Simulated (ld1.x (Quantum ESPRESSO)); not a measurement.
Configuration tests for Ta (TM)

tantalum, norm-conserving Troullier–Martins (Kleinman–Bylander form), made with ld1.x (Quantum ESPRESSO) 7.5 (PBE, scalar-relativistic). Core [Xe] 4f14, reference 5d3 6s1.75 6p0.25. Waves: 6s (bound): rc 2.15 bohr; 6p (bound): rc 3.05 bohr; 5d (bound): rc 2.25 bohr. Local part: all-electron potential smoothed inside 1.80 bohr (lloc = -2). Core correction: a·sin(br)/r model core, default radius (core density twice the valence density).

Energies are relative to the spin-unpolarised reference configuration 5d3 6s1.75 6p0.25; without spin polarisation the order of configurations can differ from experiment.

(1) Give the all-electron excitation energy and the error of the potential for: 5d3 6s2 6p0; 5d3 6s1 6p0; 5d3 6s0 6p0; 5d2 6s2 6p0; 5d4 6s0 6p0; 5d3 6s1 6p1; 5d3 6s1.5 6p0.

Note: ghost state, extra bound levels that the all-electron valence spectrum of the same l lacks: s at -13.7 eV. A true bound ghost makes a file unfit for plane-wave use.

## Answers

(1)

```
valence configuration  charge  ΔE all-electron (eV)  error AE − PS (meV)
          5d3 6s2 6p0       0                -1.020                 +0.1
          5d3 6s1 6p0      +1                 7.448                 -8.7
          5d3 6s0 6p0      +2                22.420                  -30
          5d2 6s2 6p0      +1                 6.661                 -104
          5d4 6s0 6p0      +1                 8.882                  -74
          5d3 6s1 6p1       0                 3.159                 -2.1
        5d3 6s1.5 6p0    +0.5                 2.441                 -2.1
```
